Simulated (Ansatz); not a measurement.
Consider the redistribution: `C=[C](Cl)[AlH][SiH3]` + `FCS[SiH3]` → `F[CH2][AlH][SiH3]` + `C=C(Cl)S[SiH3]`.

Isolated molecules relaxed with PBE0-D4/def2-TZVP in Ansatz; ΔE leaves out vibrations. CCSD(T)/CBS adds triple-zeta CCSD(T) − MP2 to the extrapolated MP2 energy (def2 sets, frozen cores). Functionals use def2-TZVPP. B3LYP here is the variant with VWN-RPA as its local correlation; programs differ in this. Each species was taken in one conformer, which may not be the lowest.

```csv
level,ΔE (kcal/mol),difference from CCSD(T)/CBS
B3LYP-D4,9.0,-0.8
B2PLYP,9.8,0.0
PBE,8.8,-1.0
MP2/def2-TZVPP,9.4,-0.4
CCSD/def2-TZVPP,10.5,0.7
CCSD(T)/def2-TZVPP,10.3,0.5
HF/def2-QZVPP,12.6,2.8
SCS-MP2/def2-QZVPP,9.6,-0.2
MP2/CBS(def2),9.0,-0.8
CCSD/CBS(def2),10.0,0.2
CCSD(T)/CBS,9.8,0
```

Largest T1 diagnostic among the species: 0.012.

In def2-TZVPP, CCSD(T) changes the Hartree–Fock value by −2.3 kcal/mol (the triples alone add −0.2 kcal/mol) and MP2 by −3.2 kcal/mol.
